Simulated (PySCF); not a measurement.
PySCF input:

```python
from pyscf import gto, scf, dft

mol = gto.M(
    atom='''
    B     0.56760924   -0.06654233    0.01874921
    C    -0.54864150   -1.14501378    0.19347718
    O     0.42484273    1.24175753   -0.21195456
    H    -1.56334642   -0.73171472    0.10845771
    H    -0.43550211   -1.93414676   -0.55431195
    H    -0.45705539   -1.63291642    1.16727539
    H    -0.48903509    1.56751200   -0.28039384
    ''',
    basis='def2-tzvpd',
    charge=0,
    spin=1,
    verbose=4,
)

mf = dft.UKS(mol, xc='m06l').density_fit(auxbasis='def2-universal-jkfit')
mf.grids.level = 4
mf.conv_tol = 1e-9
mf.max_cycle = 100
mf.max_memory = 1500
mf.kernel()
if not mf.converged:
    mf = mf.newton()
    mf.kernel(mf.make_rdm1())
for _ in range(2):
    mo, _, stable, _ = mf.stability(return_status=True)
    if stable:
        break
    mf.kernel(mf.make_rdm1(mo, mf.mo_occ))
mf.analyze()
```

Q: What final total energy does it print?

A: -140.60163 Eh (M06-L/def2-TZVPD).

It need not be the lowest isomer of its formula.
